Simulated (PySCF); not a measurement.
Compound: C2H7FSi2.
Atom-mapped SMILES: `[F:1][C@H:2]1[CH2:3][SiH2:4][SiH2:5]1` (hydrogens: H6 on C2; H7, H8 on C3; H9, H10 on Si4; H11, H12 on Si5)

Computed by this run: PBE0-D3(BJ)/def2-SVP geometry optimisation, gas phase (PySCF); density fitting, grid level 1; the optimiser is geomeTRIC in internal coordinates, started from a GFN2-xTB structure with every atom displaced at random (about 0.01 Å).

Geometry at step 3:
```
atom  x, y, z in Å
F1      0.2536   -2.2542   -0.7713
C2      0.1840   -0.8776   -0.7775
C3     -1.1346   -0.3469   -0.1853
Si4    -0.5029    1.2655    0.6420
Si5     1.4812    0.0812    0.3061
H6      0.2902   -0.5300   -1.8193
H7     -1.4563   -1.0300    0.6173
H8     -1.9611   -0.2707   -0.9021
H9     -0.7022    2.5082   -0.1635
H10    -1.0306    1.4817    2.0242
H11     1.9834   -0.7140    1.4671
H12     2.6356    0.6603   -0.4448
```

Problem. What forces act on the atoms?

Solution. 
```tsv
atom	Fx (eV/Å)	Fy (eV/Å)	Fz (eV/Å)
F1	-0.003	0.046	-0.095
C2	0.009	-0.042	0.205
C3	0.131	0.073	-0.007
Si4	-0.063	-0.011	0.112
Si5	0.007	-0.026	-0.038
H6	-0.020	0.013	-0.116
H7	0.049	-0.013	0.084
H8	-0.117	-0.050	-0.106
H9	0.007	-0.018	-0.026
H10	0.011	0.037	-0.031
H11	-0.041	0.002	0.011
H12	0.030	-0.011	0.006
```

The largest, 0.21 eV/Å, acts on C2; the rms over all components is 0.065 eV/Å. The forces sum to zero within rounding, as they must for an isolated molecule in no field.

Problem. Give the force on C2 in Eh/bohr and in nN.

Solution. 0.210 eV/Å ÷ 51.422 = 0.00408 Eh/bohr, and 0.210 eV/Å × 1.602 = 0.34 nN.

Problem. How far is this geometry from the end of the optimisation?

Solution. 0.040 eV above it, and 0.199 Å rms away after alignment. The bonds farthest from their final lengths, with half the difference of the two atoms' forces along the bond (positive lengthens):

| bond | now (Å) | final (Å) | force along bond (eV/Å) |
| --- | --- | --- | --- |
| C2–Si5 | 1.943 | 1.934 | -0.06 |
| C2–C3 | 1.540 | 1.533 | -0.07 |
| C2–H6 | 1.103 | 1.108 | +0.16 |
| C3–H8 | 1.097 | 1.101 | +0.12 |
| Si4–H10 | 1.495 | 1.492 | -0.08 |
| C3–H7 | 1.102 | 1.105 | +0.07 |

The angle farthest from its final value is Si4–Si5–H11, 116.3° against 112.2°.

The cost below is that of the whole optimisation. Time: 64 s of wall time; peak memory 0.49 GiB. Hardware: one thread of an Intel Xeon at 2.70 GHz, shared host with 64 logical CPUs at a one-minute load of 57.
